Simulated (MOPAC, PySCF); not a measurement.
H3BrS3Si, SMILES `S[Si](S)(S)Br`, neutral singlet in the gas phase. 

Cartesian coordinates (Å):
```xyz
8

S     -0.6836     1.7475    -0.0246
Si     0.1658    -0.1963     0.1915
S      1.5674    -0.4166    -1.3945
S     -1.2245    -1.8068     0.0880
Br     1.0907    -0.4237     2.2128
H     -1.3289     1.7134     1.1557
H      2.1778     0.7603    -1.1607
H     -1.7646    -1.3779    -1.0682
```
Charge 0, spin multiplicity 1.

All levels are single points at this geometry (B3LYP-D3(BJ)/def2-TZVP); Pople sets use spherical d functions. Orbital energies aren't observables, and empty levels follow the basis.

```csv
level,HOMO (eV),LUMO (eV),gap (eV),dipole (D),"vertical IE, Delta-SCF (eV)"
B3LYP-D3(BJ)/def2-TZVP in PySCF,-7.46,-1.08,6.38,1.26,9.39
B3LYP/LANL2DZ in PySCF,-7.81,-1.44,6.37,1.83,–
SVWN5/6-31G* in PySCF,-6.62,-1.98,4.64,1.54,–
HF/6-31G* in PySCF,-10.67,2.73,13.40,1.54,9.64
AM1 in MOPAC,-10.29,-2.69,7.59,1.73,–
PM3 in MOPAC,-10.06,-3.11,6.95,2.74,–
```
